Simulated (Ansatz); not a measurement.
A nudged elastic band was laid between two geometries of CH₄AlFS (8 atoms, charge 0, multiplicity 1).

Theory: RKS PBE-D4/6-31G* (Ansatz).

```
movable images  : 7
climbing image  : yes
spring          : 5.0 eV/Å²
optimiser       : quadratic models (default)
start path      : IDPP
force threshold : 0.03 eV/Å
iteration limit : 60
end points      : relaxed
```

Initial state:

```xyz
8
Properties=species:S:1:pos:R:3
C -0.692 1.165 -0.211
S -1.173 -0.518 0.398
Al 0.784 -1.478 0.273
F 0.934 -3.073 0.734
H 0.373 1.221 -0.495
H -1.307 1.406 -1.090
H -0.887 1.897 0.586
H 2.059 -0.677 -0.250
```

Final state:

```xyz
8
Properties=species:S:1:pos:R:3
C -0.529 0.906 -0.892
S -0.976 -0.831 -0.426
Al 0.599 -1.184 1.044
F 0.676 -2.663 1.811
H -0.293 0.931 -1.966
H -1.393 1.555 -0.690
H 0.340 1.281 -0.327
H 1.667 -0.052 1.391
```

(1) Which bonds break or form, and what moves?

(2) What energy profile does the band end with?

(3) What is the geometry of the highest image?

The band took 6 iterations and roughly 100 core-seconds.

Results:

(1) No bond is made or broken. The dihedral H7–C1–S2–Al3 goes from -118 to -1°. The two ends are copies of one structure, up to a mirror image or an exchange of like atoms.

(2) The run converged. The highest image is number 4 of 0 to 8, 0.6 kcal/mol above the ends, which have the same energy within 2 meV. A vibrational analysis at the climbing image gives one clearly imaginary mode, 96i cm⁻¹: a first-order saddle point.

```
image  path coordinate (Å)  energy (kcal/mol)  dihedral H7–C1–S2–Al3 (°)
    0                 0.00                0.0                       -118
    1                 0.38                0.1                       -104
    2                 0.77                0.3                        -90
    3                 1.15                0.5                        -76
    4                 1.53                0.6                        -62
    5                 1.92                0.5                        -47
    6                 2.30                0.3                        -32
    7                 2.69                0.1                        -17
    8                 3.08                0.0                         -1
```

(3) 
```xyz
8
Properties=species:S:1:pos:R:3
C -0.646 1.043 -0.645
S -1.130 -0.677 -0.148
Al 0.746 -1.333 0.766
F 0.820 -2.879 1.389
H 0.180 1.038 -1.371
H -1.532 1.485 -1.123
H -0.374 1.656 0.226
H 2.028 -0.390 0.851
```

Run time: 99 s on 1 thread of Arm Neoverse V2 (shared host), peak memory 0.14 GiB.
